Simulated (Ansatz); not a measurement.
Consider the ligand exchange at the Si–O bond: `C[SiH](Cl)OC=S` + `BN` → `BN[SiH](C)Cl` + `OC=S`.

Computed with Ansatz on PBE0-D4/def2-TZVP structures; ΔE is electronic, products minus reactants. CCSD(T)/CBS is the MP2 limit (def2-TZVPP, def2-QZVPP) plus CCSD(T) − MP2 in def2-TZVPP, frozen cores. This one scheme is used for every species. DFT in def2-TZVPP. One conformer a species, not always the lowest.

`C[SiH](Cl)OC=S`:

```xyz
11

C    -0.101    0.575   -1.814
Si    0.564    0.364   -0.113
Cl    2.103   -0.991   -0.075
O    -0.688   -0.219    0.821
C    -0.646   -0.856    1.988
S    -1.940   -1.187    2.880
H     0.668    0.976   -2.477
H    -0.947    1.268   -1.800
H    -0.442   -0.382   -2.213
H     1.069    1.607    0.508
H     0.361   -1.155    2.294
```

`BN`:

```xyz
6

B     0.615    0.269    0.122
N    -0.633   -0.277   -0.126
H     1.558   -0.461    0.227
H     0.719    1.457    0.226
H    -1.467    0.277   -0.225
H    -0.793   -1.265   -0.225
```

`BN[SiH](C)Cl`:

Z-matrix (Å, degrees):
```
Si
N 1 1.737
Cl 1 2.064 2 108.6
C 1 1.847 2 111.8 3 120.9
H 1 1.482 2 108.8 3 -113.9
B 2 1.400 1 128.0 3 -116.3
H 2 1.012 1 115.6 3 62.8
H 4 1.091 1 111.1 2 -60.3
H 4 1.092 1 110.9 2 60.5
H 4 1.092 1 109.2 2 -179.9
H 6 1.197 2 119.4 1 -0.4
H 6 1.197 2 119.5 1 179.9
```

`OC=S`:

Cartesian coordinates in Å:
```
O -0.519 -0.849 -0.154
C 0.064 0.343 -0.038
S -0.488 1.679 -0.735
H -0.022 -1.510 0.344
H 0.965 0.337 0.583
```

```csv
species,ωB97X-V energy (Eh)
`C[SiH](Cl)OC=S`,-1302.29810
`BN`,-82.04541
`BN[SiH](C)Cl`,-871.66423
`OC=S`,-512.66284
```

**Question.** Work out ΔE.

**Answer.** ΔE = (-871.66423) + (-512.66284) − (-1302.29810) − (-82.04541) = 0.01644 Eh = +43.2 kJ/mol. CCSD(T)/CBS gives +42.8 kJ/mol.

Largest T1 diagnostic among the species: 0.018.

In def2-TZVPP, CCSD(T) changes the Hartree–Fock value by −6.1 kJ/mol (the triples alone add −0.6 kJ/mol) and MP2 by −5.7 kJ/mol.
